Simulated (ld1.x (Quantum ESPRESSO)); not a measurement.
## gallium (Ga): excitation energies, all-electron against TM semilocal

```json
{
  "Element": "gallium (Ga)",
  "Generator": "ld1.x (Quantum ESPRESSO) 7.5",
  "Type": "norm-conserving Troullier–Martins (semilocal form)",
  "Functional": "PBE",
  "Relativity": "scalar-relativistic",
  "Frozen core": "[Ar]",
  "Valence charge": "13",
  "Reference configuration": "3d10 4s1 4p0 (charge +2)",
  "Partial waves": "4p (bound, empty): rc 1.70 bohr; 3d (bound): rc 0.85 bohr; 4s (bound): rc 1.40 bohr",
  "Local potential": "the s channel",
  "Core correction": "a·sin(br)/r model core, default radius (core density twice the valence density)"
}
```

Energies are relative to the spin-unpolarised reference configuration 3d10 4s1 4p0; without spin polarisation the order of configurations can differ from experiment.

```
valence configuration  charge  ΔE all-electron (eV)  error AE − PS (meV)
         3d10 4s2 4p1       0               -26.816                 -0.6
         3d10 4s0 4p0      +3                31.272                  -17
       3d10 4s2 4p0.5    +0.5               -24.786                 -1.8
          3d9 4s0 4p0      +4                95.149                 -262
          3d9 4s2 4p2       0                -6.501                 -490
          3d9 4s2 4p1      +1                 0.880                 -427
```

Problem. What are ΔE and the potential's error for 3d10 4s2 4p0?

Solution. ΔE = -21.128 eV all-electron; the error (AE − PS) is -2.0 meV.

Levels in the configuration 3d10 4s2 4p0.5:

| level | all-electron (eV) | pseudo (eV) |
| --- | --- | --- |
| 3d | -22.989 | -23.110 |
| 4s | -12.427 | -12.424 |
| 4p | -5.622 | -5.623 |
